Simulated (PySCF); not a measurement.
Compound: C10H19N.
Numbering: `[CH3:1][N:2]([CH3:3])/[C:4]1=[CH:5]\[CH2:6][CH2:7][CH2:8][CH2:9][CH2:10][CH2:11]1` (hydrogens: H12, H13, H14 on C1; H15, H16, H17 on C3; H18 on C5; H19, H20 on C6; H21, H22 on C7; H23, H24 on C8; H25, H26 on C9; H27, H28 on C10; H29, H30 on C11)

Computed by this run: PBE0-D3(BJ)/def2-SVP geometry optimisation, gas phase in PySCF 2.14.0; density fitting, grid level 2; the optimiser is geomeTRIC in internal coordinates, started from a GFN2-xTB structure.

Step 1: E = -12146.6729 eV
```
atom  x, y, z in Å  |  force x, y, z in eV/Å
C1      1.7012    0.0252    0.5770    0.085   0.005  -0.104
N2      0.6315    0.9585    0.8221    0.063  -0.080   0.055
C3      0.9821    1.9911    1.7556    0.053   0.144   0.089
C4     -0.3528    1.1447   -0.1386   -0.099   0.003  -0.025
C5     -0.8602    0.1384   -0.8976   -0.041   0.080  -0.038
C6     -1.0553   -1.2622   -0.4177    0.048  -0.091  -0.005
C7     -2.4502   -1.3160    0.2380   -0.055  -0.043  -0.050
C8     -2.7278   -0.1674    1.2196    0.043   0.005   0.093
C9     -3.2156    1.1742    0.6192   -0.066  -0.004  -0.082
C10    -2.3053    2.3975    0.7795    0.004   0.019   0.085
C11    -1.0874    2.4541   -0.1646    0.042   0.083  -0.109
H12     1.8092   -0.7321    1.3742   -0.058   0.004   0.006
H13     2.6672    0.5653    0.4985   -0.029  -0.053   0.019
H14     1.5317   -0.4912   -0.3764    0.014   0.010   0.019
H15     1.6669    2.7536    1.3241   -0.025  -0.029   0.035
H16     0.0968    2.5078    2.1499    0.021  -0.023  -0.026
H17     1.5001    1.5428    2.6195   -0.035   0.003  -0.028
H18    -1.5634    0.4543   -1.6767    0.036  -0.012   0.033
H19    -0.3047   -1.5449    0.3378   -0.023   0.008  -0.042
H20    -0.9939   -2.0164   -1.2235    0.005   0.023   0.052
H21    -3.2256   -1.3051   -0.5516    0.037  -0.009   0.042
H22    -2.5680   -2.2830    0.7599    0.007   0.026  -0.017
H23    -3.4907   -0.5172    1.9357    0.025  -0.001  -0.026
H24    -1.8176    0.0061    1.8231   -0.056  -0.015  -0.011
H25    -3.4454    1.0351   -0.4524   -0.018   0.022   0.064
H26    -4.1801    1.4346    1.0882    0.032  -0.007  -0.001
H27    -1.9682    2.4442    1.8324   -0.009   0.007  -0.058
H28    -2.9029    3.3129    0.6226    0.022  -0.033  -0.001
H29    -0.4552    3.3232    0.0837   -0.042  -0.022  -0.023
H30    -1.4538    2.6119   -1.1925    0.019  -0.018   0.053
```

Step 2: E = -12146.6756 eV
```
atom  x, y, z in Å  |  force x, y, z in eV/Å
C1      1.6711    0.0054    0.5740    0.029   0.020   0.008
N2      0.6189    0.9615    0.8134    0.080   0.111  -0.008
C3      0.9702    1.9812    1.7654    0.012   0.023  -0.009
C4     -0.3578    1.1638   -0.1553   -0.019  -0.132   0.024
C5     -0.8585    0.1521   -0.9110   -0.051   0.058  -0.034
C6     -1.0353   -1.2497   -0.4225   -0.031  -0.012   0.015
C7     -2.4241   -1.3137    0.2467    0.002   0.001  -0.014
C8     -2.7024   -0.1627    1.2277    0.011   0.008   0.007
C9     -3.2096    1.1739    0.6274    0.013  -0.010  -0.014
C10    -2.3061    2.4065    0.7702   -0.005  -0.008   0.023
C11    -1.0965    2.4709   -0.1862    0.031  -0.022   0.013
H12     1.7321   -0.7628    1.3657   -0.004  -0.024  -0.008
H13     2.6547    0.5128    0.5252   -0.017   0.004   0.027
H14     1.5078   -0.4964   -0.3874    0.018   0.025   0.001
H15     1.6754    2.7371    1.3598   -0.005  -0.013  -0.001
H16     0.0849    2.5058    2.1461   -0.006   0.002  -0.017
H17     1.4604    1.5134    2.6337   -0.010  -0.005   0.007
H18    -1.5649    0.4585   -1.6890    0.016  -0.012  -0.017
H19    -0.2757   -1.5200    0.3265   -0.033  -0.010  -0.022
H20    -0.9721   -2.0079   -1.2221   -0.001   0.002   0.001
H21    -3.2063   -1.3151   -0.5339    0.000   0.001   0.006
H22    -2.5264   -2.2786    0.7735    0.002   0.000   0.003
H23    -3.4536   -0.5179    1.9519   -0.009  -0.004  -0.011
H24    -1.7898    0.0200    1.8217   -0.013  -0.001   0.005
H25    -3.4561    1.0307   -0.4381   -0.015   0.000   0.003
H26    -4.1679    1.4284    1.1099    0.010   0.006   0.017
H27    -1.9567    2.4619    1.8169   -0.007   0.006  -0.008
H28    -2.9126    3.3150    0.6160   -0.004  -0.002  -0.006
H29    -0.4718    3.3459    0.0540    0.011   0.004   0.004
H30    -1.4691    2.6199   -1.2113   -0.004  -0.016   0.008
```

Question: Estimate the geometry and energy of step 3. (The exact step hangs on the optimiser's Hessian estimate; all steps are aligned on step 2, rigid shifts and turns removed.)

Answer: E = -12146.6765 eV, largest force 0.184 eV/Å
```
atom  x, y, z in Å  |  force x, y, z in eV/Å
C1      1.6935    0.0202    0.5912   -0.113  -0.030   0.113
N2      0.6305    0.9702    0.8117    0.023   0.088  -0.160
C3      0.9572    2.0025    1.7628   -0.039  -0.087  -0.068
C4     -0.3498    1.1501   -0.1622    0.006  -0.003   0.090
C5     -0.8652    0.1453   -0.9179    0.074  -0.101   0.074
C6     -1.0591   -1.2619   -0.4443   -0.011   0.103   0.021
C7     -2.4433   -1.3173    0.2358    0.061   0.046   0.033
C8     -2.6990   -0.1725    1.2322   -0.025   0.001  -0.084
C9     -3.2018    1.1733    0.6462    0.084  -0.004   0.047
C10    -2.2853    2.3995    0.7743   -0.012  -0.027  -0.074
C11    -1.0871    2.4574   -0.1994   -0.029  -0.027   0.086
H12     1.7282   -0.7515    1.3811    0.041  -0.047  -0.022
H13     2.6772    0.5257    0.5743    0.001   0.043   0.020
H14     1.5580   -0.4774   -0.3756   -0.023   0.001  -0.048
H15     1.6615    2.7623    1.3675    0.024   0.002  -0.032
H16     0.0587    2.5187    2.1202    0.003   0.018   0.007
H17     1.4321    1.5442    2.6434    0.014  -0.016   0.036
H18    -1.5665    0.4643   -1.6935   -0.019   0.009  -0.037
H19    -0.2998   -1.5511    0.2950    0.054  -0.011   0.040
H20    -1.0097   -2.0120   -1.2504   -0.006  -0.013  -0.047
H21    -3.2323   -1.3027   -0.5356   -0.032   0.009  -0.033
H22    -2.5505   -2.2858    0.7532   -0.002  -0.023   0.018
H23    -3.4453   -0.5274    1.9601   -0.037  -0.010   0.005
H24    -1.7804   -0.0051    1.8184    0.035   0.018   0.022
H25    -3.4714    1.0376   -0.4129   -0.018  -0.015  -0.054
H26    -4.1473    1.4352    1.1478   -0.012   0.016   0.033
H27    -1.9199    2.4582    1.8134   -0.017  -0.008   0.043
H28    -2.8896    3.3091    0.6256   -0.021   0.034  -0.008
H29    -0.4610    3.3338    0.0267    0.030   0.035   0.012
H30    -1.4703    2.5967   -1.2201   -0.032  -0.001  -0.036
```

The energy changes by -0.0009 eV. The first-order estimate −F·Δx gives -0.0110 eV and the mean of the old and new forces, exact on a quadratic surface, -0.0010 eV. The step makes an angle of 75° with the force vector and moves no atom by more than 0.055 Å.

What follows is the cost of the whole optimisation. On one thread of an Arm Neoverse V1, no GPU, shared host with 32 logical CPUs at a one-minute load of 23, this took 7.4 min wall and 1.2 GiB of memory at its peak.
